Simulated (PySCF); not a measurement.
# P⁺ (phosphorus, charge +1) across methods

[Ne] 3s2 3p2, high-spin 3P determinant. Computed with PySCF 2.14 in def2-QZVPPD (10s6p5d2f1g, 76 functions), with no relativity, point nucleus.

```csv
method,E (hartree),mean ε 3s α (eV),mean ε 3s β (eV),mean ε 3p α (eV),Σ⟨r²⟩ (bohr²),⟨S²⟩
PBE0,-340.7587,-25.865,-23.088,-16.332,20.60,2.005
revPBE,-340.8280,-23.897,-21.785,-14.987,20.63,2.004
BLYP,-340.9031,-23.653,-21.872,-14.702,20.67,2.003
LDA,-339.6164,-23.926,-22.049,-14.920,20.66,2.002
HSE06,-340.7759,-25.443,-22.704,-15.917,20.60,2.005
CAM-B3LYP,-340.9008,-27.388,-24.698,-17.595,20.66,2.004
r2SCAN,-340.8582,-24.552,-21.945,-15.415,20.59,2.009
UHF,-340.35502,-30.966,-25.421,-19.735,20.83,2.013
```

(1) Estimate the same row for PBE.

## Answers

(1) E (hartree) = -340.7296; mean ε 3s α (eV) = -23.913; mean ε 3s β (eV) = -21.860; mean ε 3p α (eV) = -14.985; Σ⟨r²⟩ (bohr²) = 20.64; ⟨S²⟩ = 2.004.
